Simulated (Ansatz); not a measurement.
Process, species as SMILES: O=[Si](F)F + H+ -> [OH+]=[Si](F)F
Geometries: B3LYP-D3(BJ)/def2-TZVP minima from Ansatz (a program for electronic structure).

Wanted: proton affinity (electronic energy difference), positive where the reaction releases energy, in kJ/mol. Correlated levels leave the core frozen unless marked. No spin-orbit coupling. Non-relativistic. CBS(X,Y): correlation extrapolated as X^-3; Hartree-Fock from the larger set. [CCSD(T)-MP2]/basis is that difference in the basis named.

```json
[
 {"level": "PBE-D4/def2-TZVPD", "program": "Ansatz + dftd4", "proton affinity (kJ/mol)": "777.3"},
 {"level": "r2SCAN/def2-TZVPD", "program": "Ansatz", "proton affinity (kJ/mol)": "792.0"},
 {"level": "r2SCANh/def2-TZVPD", "program": "Ansatz", "proton affinity (kJ/mol)": "796.2"},
 {"level": "CCSD/cc-pVTZ", "program": "Ansatz", "proton affinity (kJ/mol)": "[?]"},
 {"level": "RI-MP2/CBS(cc-pV(T+d)Z,cc-pV(Q+d)Z)+[CCSD(T)-MP2]/cc-pV(T+d)Z", "program": "Ansatz", "proton affinity (kJ/mol)": "794.6"}
]
```

**Question.** Complete the blanks.

**Answer.** 
- CCSD/cc-pVTZ, proton affinity (kJ/mol): 813.7
